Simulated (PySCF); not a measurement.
**Assigning NMR signals**

Molfile (atoms numbered from 1):
```
C8H12NP
     RDKit          3D

 22 22  0  0  0  0  0  0  0  0999 V2000
    2.8175   -1.3725    0.3372 C   0  0  0  0  0  0  0  0  0  0  0  0
    1.8113   -0.4210   -0.2430 C   0  0  0  0  0  0  0  0  0  0  0  0
    2.2240    0.5063   -1.1960 C   0  0  0  0  0  0  0  0  0  0  0  0
    1.3730    1.4229   -1.7662 C   0  0  0  0  0  0  0  0  0  0  0  0
   -0.3102    1.6199   -1.4253 P   0  0  0  0  0  0  0  0  0  0  0  0
   -0.5394    0.3488   -0.2144 C   0  0  0  0  0  0  0  0  0  0  0  0
   -1.8000    0.1906    0.2948 N   0  0  0  0  0  0  0  0  0  0  0  0
   -2.8429    1.0684   -0.1636 C   0  0  0  0  0  0  0  0  0  0  0  0
   -2.0524   -0.6570    1.4329 C   0  0  0  0  0  0  0  0  0  0  0  0
    0.5033   -0.4796    0.2063 C   0  0  0  0  0  0  0  0  0  0  0  0
    3.6395   -1.5389   -0.3550 H   0  0  0  0  0  0  0  0  0  0  0  0
    2.3586   -2.3300    0.5747 H   0  0  0  0  0  0  0  0  0  0  0  0
    3.2315   -0.9607    1.2589 H   0  0  0  0  0  0  0  0  0  0  0  0
    3.2624    0.5006   -1.5029 H   0  0  0  0  0  0  0  0  0  0  0  0
    1.7691    2.1090   -2.5063 H   0  0  0  0  0  0  0  0  0  0  0  0
   -2.6581    2.1074    0.1381 H   0  0  0  0  0  0  0  0  0  0  0  0
   -3.8023    0.7471    0.2361 H   0  0  0  0  0  0  0  0  0  0  0  0
   -2.8939    1.0440   -1.2565 H   0  0  0  0  0  0  0  0  0  0  0  0
   -3.0705   -0.4995    1.7806 H   0  0  0  0  0  0  0  0  0  0  0  0
   -1.3716   -0.4296    2.2596 H   0  0  0  0  0  0  0  0  0  0  0  0
   -1.9423   -1.7141    1.1697 H   0  0  0  0  0  0  0  0  0  0  0  0
    0.2829   -1.2429    0.9395 H   0  0  0  0  0  0  0  0  0  0  0  0
  1  2  1  0
  2  3  2  0
  3  4  1  0
  4  5  2  0
  5  6  1  0
  6  7  1  0
  7  8  1  0
  7  9  1  0
  6 10  2  0
 10  2  1  0
  1 11  1  0
  1 12  1  0
  1 13  1  0
  3 14  1  0
  4 15  1  0
  8 16  1  0
  8 17  1  0
  8 18  1  0
  9 19  1  0
  9 20  1  0
  9 21  1  0
 10 22  1  0
M  END
```

One averaged value for each set of equivalent atoms, non-relativistic, isolated molecule, one conformer. Shielding tensors at PBE0/pcSseg-1 (GIAO); GFN2-xTB structure; PySCF 2.14.0 with density-fitted response routines.

References, each an isolated molecule treated in the same way: 13C, 1H against TMS.

Question: Assign these signals to the numbered atoms. 13C{1H} NMR (computed): δ 182.7 (C), 163.0 (CH), 145.8 (C), 128.7 (CH), 117.1 (CH), 44.0 (CH3), 27.0 (CH3).

Answer: 
| δ (ppm) | atoms | environment | reason |
| --- | --- | --- | --- |
| 182.7 | C6 | aromatic carbon bearing nitrogen | σ withdrawal by the attached heteroatom moves it downfield of the ring CH carbons |
| 163.0 | C4 | aromatic CH | – |
| 145.8 | C2 | substituted aromatic carbon | – |
| 128.7 | C3 | aromatic CH | the aromatic region |
| 117.1 | C10 | aromatic CH | – |
| 44.0 | C8/C9 | methyl carbon bonded to N | pulled downfield by the heteroatom |
| 27.0 | C1 | methyl carbon on an aromatic ring | saturated and bonded to C and H only |

Question: Assign these signals to the numbered atoms. 1H NMR (300 MHz, computed): δ 8.82 (m, 1H), 7.41 (m, 1H), 6.80 (m, 1H), 3.28 (s, 6H), 2.58 (s, 3H).

Answer: 
8.82 → H15, hydrogen on an aromatic CH: it sits in the deshielding region of the aromatic ring current
7.41 → H14, hydrogen on an aromatic CH
6.80 → H22, hydrogen on an aromatic CH
3.28 → H16/H17/H18/H19/H20/H21, hydrogen on a methyl carbon bonded to N: its carbon carries N, which withdraws density
2.58 → H11/H12/H13, hydrogen on a methyl carbon on an aromatic ring: benzylic-type position, deshielded by the ring

Splittings by 31P in the carbon and heteronuclear signals aren't shown, as no couplings were computed. Shifts are as computed. Against solution values, carbons near 30 ppm lie about +3 ppm off and those near 130 ppm about +5 ppm. Of 1211 compounds with measured shifts, 218 miss one by over three times the rms of a fit or turn the order of signals round; such compounds aren't used in these exercises. No couplings were computed; multiplicities are counted from neighbouring protons, with m where these are inequivalent, close in shift, in a saturated or five-membered ring or joined by F or P, and br s for small geminal =CH2 splittings.
